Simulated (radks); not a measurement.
The numbers below are computed, except where a source is named.
Spherical quantum dot in the effective-mass picture: electrons in a parabolic well V = omega^2 r^2 / 2 with omega = 0.0578, with a point charge +2 (a donor) at the centre, all in effective atomic units (hartree* = m*/eps^2 hartree, bohr* = eps/m* bohr), one dielectric constant everywhere. Level of theory: non-relativistic Kohn-Sham, exchange-only LDA, spin-polarised, spherical densities (a radial shooting solver with Libxc functionals). Levels are named by radial order and angular momentum (1s, 1p, 1d, 2s, ...), and open shells are averaged over m.

N = 22, configuration 1s2 1p(up 3, down 0) 1d(up 5, down 0) 2s(up 1, down 0) 1f(up 7, down 0) 2p(up 3, down 0) 3s(up 1, down 0). This is the lowest configuration that the search found (a dilute case). Occupied and some empty levels:

level,occupation,eigenvalue (hartree*),<r> (bohr*)
1s up,1,1.1395,0.9816
1s down,1,1.1419,0.9697
2s up,1,1.5563,12.29
1p up,3,1.5644,13.16
1d up,5,1.5775,14.07
1f up,7,1.5940,14.77
3s up,1,1.5967,10.96
2p up,3,1.6119,11.49
1g up,0,1.6136,15.37
1h up,0,1.6359,15.90
2d up,0,1.6360,12.84
2f up,0,1.6613,13.93
2s down,0,1.6660,13.88
3p up,0,1.6698,12.43
1p down,0,1.6724,14.90
1d down,0,1.6825,15.79
1f down,0,1.6956,16.45
3s down,0,1.6968,10.95
1g down,0,1.7114,17.02
2p down,0,1.7120,12.00
1h down,0,1.7295,17.52
2d down,0,1.7331,13.91
2f down,0,1.7543,15.00
3p down,0,1.7575,12.22

Energy (hartree*): total 16.2904, kinetic 3.5193, external -3.2860, Hartree 18.550, exchange-correlation -2.4925.

Electron density:

r (bohr*),n(r) (e/bohr*^3)
0.536,0.4584
2.56,0.001554
4.58,0.0008671
6.60,0.0009767
8.62,0.0008671
10.6,0.0008025
12.7,0.0008792
14.7,0.0008597
16.7,0.0005524
18.7,0.0001983
20.8,0.00003824
22.8,3.995e-06
24.8,2.317e-07
26.8,7.592e-09
